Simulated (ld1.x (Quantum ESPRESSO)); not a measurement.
revPBE ultrasoft dataset for oxygen (O), scalar-relativistic all-electron reference.

O (Z = 8), ultrasoft, made with ld1.x (Quantum ESPRESSO) 7.5 (revPBE, scalar-relativistic). Core [He], reference 2s1.5 2p4.5. Waves: 2s (bound): rcut 0.90, rcutus 0.95 bohr; 2s channel at -1.45 Ry: rcut 0.90, rcutus 0.95 bohr; 2p (bound): rcut 1.65, rcutus 1.75 bohr; 2p channel at 4.7 Ry: rcut 1.65, rcutus 1.75 bohr; 3d channel at -0.15 Ry: rcut 1.00, rcutus 1.40 bohr; 3d channel at 1.35 Ry: rcut 1.00, rcutus 1.40 bohr. Local part: all-electron potential smoothed inside 1.45 bohr (lloc = -1). Core correction: none. Augmentation charge: PSQ, inside the norm-conserving radii.

All-electron outer shells of the reference configuration (revPBE, scalar-relativistic, ld1.x):

```
shell  level (eV)  outermost node (bohr)  outermost maximum (bohr)
   1s     -515.36                      –                      0.13
   2s      -24.23                   0.28                      0.87
   2p       -9.19                      –                      0.83
```

Task: Estimate the cutoffs (Ry, on a coarse ladder) from which the occupation-weighted sum of valence levels, in a spherical-Bessel basis at the reference potential, stays within 10 and 1 mRy of its value at 400 Ry.

Result: 25 Ry and 40 Ry.

Task: What does a ghost test show?

Result: No extra level below or beside the all-electron valence levels (s, p, d, f tested).

Task: Is the overlap operator S = 1 + Σ q|β⟩⟨β| positive definite (Bessel basis up to 400 Ry)?

Result: Yes: its lowest eigenvalue is 0.67 (s channel).

Task: Tests: 2s2 2p4; 2s2 2p3; 2s2 2p2; 2s2 2p1; 2s1 2p4; 2s2 2p4.3; 2s2 2p0. Which has the largest error in its energy relative to the reference configuration, and how large is it?

Result: 2s2 2p0, with +444 meV (all-electron minus pseudo) on +172.93 eV.
